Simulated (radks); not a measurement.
Problem. All-electron atom: Cd in [Kr] 4d10 5s2. All-electron calculation, scalar-relativistic Kohn-Sham, PBE, spin-polarised, spherical densities, finite nucleus; Fermi nuclear charge, rms radius 4.6087 fm. Program: a radial shooting solver on a logarithmic mesh with Libxc functionals. Some entries of the table are withheld. Estimate them.

orbital,occ.,eigenvalue (hartree),<r^2> (bohr^2)
1s,2,-974.7508,0.001250
2s,2,-144.7147,0.02043
2p,6,-129.8543,0.01611
3s,2,-26.97176,0.1468
3p,6,(1),(2)
3d,10,(3),0.1333
4s,2,-3.89221,(4)
4p,6,-2.46103,1.057
4d,10,(5),2.033
5s,2,-0.20798,(6)
5p,0,-0.04349,25.18

Solution. 
(1) 3p eigenvalue (hartree): -22.09637
(2) 3p <r^2> (bohr^2): 0.1480
(3) 3d eigenvalue (hartree): -14.46598
(4) 4s <r^2> (bohr^2): 0.8757
(5) 4d eigenvalue (hartree): -0.43120
(6) 5s <r^2> (bohr^2): 9.760
